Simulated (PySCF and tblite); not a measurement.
The numbers below are computed, except where a source is named.
Molecule: CH10FNSi3, numbered as in [CH3:1][SiH2:2][NH:3][SiH2:4][SiH2:5][F:6].

The mean out-of-plane torsion at N3 (0° is planar) is held and the rest relaxed at GFN2-xTB. Energies: PBE0/pcSseg-1 + D3(BJ), IEF-PCM cyclohexane. Programs: tblite and PySCF.

GFN2-xTB profile:

(out-of-plane angle °, kcal/mol): (-14, 1.19), (-11, 0.93), (-8, 0.71), (-4, 0.55), (0, 0.32), (4, 0.15), (8, 0.03), (11, 0.00), (15, 0.04)

Problem. Give the DFT energy and dipole along the out-of-plane angle.

Solution. 
```
out-of-plane angle °  E kcal/mol  dipole D
                 -14        0.62      2.16
                 -11        0.49      2.21
                  -8        0.28      2.23
                  -4        0.22      2.32
                   0        0.11      2.35
                   4        0.03      2.36
                   8        0.00      2.40
                  11        0.10      2.42
                  15        0.21      2.44
```

Problem. Where is the lowest sampled point, and what does the planar form cost?

Solution. At 8°; the point at 0° lies 0.11 kcal/mol above it.
